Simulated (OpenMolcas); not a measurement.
Ni2+: effect of correlating more closed shells

```json
{
 "Program": "OpenMolcas 26.06",
 "Basis": "ANO-RCC-VTZP [6s5p3d2f1g]",
 "Scalar Hamiltonian": "DKH2, point nucleus",
 "Active space": "8 electrons in 5 orbitals (3d)",
 "State averaging": "2S+1 = 3 even, 10 roots; 2S+1 = 1 even, 15 roots",
 "Spin-orbit coupling": "state interaction with AMFI integrals over the reference wave functions, term energies averaged over their components"
}
```

Methods on the same reference wave functions:
A. CASSCF
B. SS-CASPT2, IPEA 0.25 Eh, imaginary shift 0.1 Eh (closed shells correlated: none)
C. SS-CASPT2, IPEA 0.25 Eh, imaginary shift 0.1 Eh (closed shells correlated: 3s 3p)
D. SS-CASPT2, IPEA 0.25 Eh, imaginary shift 0.1 Eh (closed shells correlated: 2s 2p 3s 3p)

Energies in cm-1 above 3d8 3F4, the measured ground level; measured values from Corliss and Sugar, J. Phys. Chem. Ref. Data 10, 197 (1981).

```json
{"Level": "3d8 3F4", "A": "0.0", "B": "0.0", "C": "0.0", "D": "0.0", "Measured": "0.0"}
{"Level": "3d8 3F3", "A": "1344", "B": "1346", "C": "1346", "D": "1346", "Measured": "1361"}
{"Level": "3d8 3F2", "A": "2270", "B": "2260", "C": "2250", "D": "2250", "Measured": "2270"}
{"Level": "3d8 1D2", "A": "17184", "B": "15170", "C": "13540", "D": "13500", "Measured": "14032"}
{"Level": "3d8 3P2", "A": "20793", "B": "17760", "C": "17170", "D": "17120", "Measured": "16662"}
{"Level": "3d8 3P1", "A": "21181", "B": "18000", "C": "17560", "D": "17510", "Measured": "16978"}
{"Level": "3d8 3P0", "A": "21451", "B": "18260", "C": "17820", "D": "17770", "Measured": "17231"}
{"Level": "3d8 1G4", "A": "26632", "B": "24710", "C": "23560", "D": "23560", "Measured": "23109"}
{"Level": "3d8 1S0", "A": "64189", "B": "55770", "C": "53260", "D": "53140", "Measured": "52532"}
```

Deviations, from unrounded energies. A percentage is the sum of absolute deviations over the sum of measured energies, with the sign that they share, or ± where signs differ.

```
                        Against measurement  Levels      A     B     C     D
             mean absolute deviation (cm-1)       8   3900  1100   420   390
      fine structure of the ground term (%)       2   ±0.5  -0.6  -0.9  -0.9
other terms of the ground configuration (%)       6  +22.0  +6.5  ±2.4  ±2.2
```

D lies closest to measurement on these levels and A furthest from it. The largest miss of D in the table is 3d8 1S0, by +600 cm-1. The ranking rests on the paired levels alone, and a cruder setting can come out closer through cancelling errors.

Among B to D the level of the table that moves most is 3d8 1S0, by 2600 cm-1 (lowest in D, highest in B). Moves below CASPT2's spread within the term are not significant.

The mean deviations of B to D differ by less than CASPT2's widest spread within a term (910 cm-1), so their order carries little weight.

From A to B the spin-free energies of the other terms of 3d8 shown, above 3F, scale by factors of 0.84 to 0.92, as is usual when dynamic correlation screens the repulsion within a d or f shell.

The lowest spin-free term lies below A's lowest term by 0.270 hartree in B, 0.630 hartree in C, 0.677 hartree in D.

What an inner shell adds also hangs on whether the basis holds functions to correlate it.

Term energies are means over components that CASPT2 splits; among the terms shown or strongly mixed into the levels shown the widest spread is 910 cm-1 (3d8 1G, D). Without dynamic correlation excited terms often stand tens of per cent too high (terms of higher spin than the ground term too low), and those without a measured partner can miss by more than the paired ones (holds for A). Some levels mix across a computed gap that differs much from the measured one, so their mixing is not that of the real levels (holds for A; C; D). Computed and measured levels are paired by configuration, term and J; levels that our copy of the source lacks, or whose pairing is in doubt (as where it misses far off the trend of its configuration), stay unpaired and out of the deviations. Levels of configurations outside the active space are missing.
